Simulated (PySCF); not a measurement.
Correlation energy of Si²⁺ (silicon, charge +2)

Starting occupation: [Ne] 3s2. All numbers are calculated (PySCF 2.14, X2C-1e with screened-nucleus spin-orbit coupling, Gaussian nucleus, in an even-tempered Gaussian basis (21 s from 0.0095 bohr⁻², ratio 2.6; 15 p from 0.012 bohr⁻², ratio 2.6; 9 d from 0.013 bohr⁻², ratio 2.8; 5 f from 0.71 bohr⁻², ratio 2.8)). Frozen: 1s2; 10 electrons correlated; the 50 highest virtual spinors left out.

MP2 pair energies summed by pair of shells (mhartree):

| pair | energy | share (%) |
| --- | --- | --- |
| 2p1/2-2p3/2 | -93.03 | 27.3 |
| 2p3/2-2p3/2 | -88.10 | 25.9 |
| 2p3/2-2s1/2 | -42.96 | 12.6 |
| 3s1/2-3s1/2 | -32.86 | 9.7 |
| 2p1/2-2s1/2 | -21.51 | 6.3 |
| 2p1/2-2p1/2 | -20.84 | 6.1 |
| 2p3/2-3s1/2 | -18.47 | 5.4 |
| 2s1/2-2s1/2 | -10.06 | 3.0 |
| 2p1/2-3s1/2 | -9.16 | 2.7 |
| 2s1/2-3s1/2 | -3.22 | 0.9 |

Total MP2 correlation energy: -340.21 mhartree.

The virtual space was cut to 74 spinors, which keep -287.79 of the -340.21 mhartree of MP2 correlation.

```tsv
level	correlation energy (mhartree)
CCSD	-302.98
(T)	-2.37
CCSD(T)	-305.35
```

Diagnostics: T1 = 0.0041, largest double amplitude 0.109.

Problem. Is a single reference adequate?

Solution. Mostly. T1 lies below 0.03, but a double amplitude of this size points to a near-degeneracy that CCSD handles and MP2 describes poorly.

The coupled-cluster values are those of the cut space; adding the MP2 remainder, -52.42 mhartree, estimates the full space.
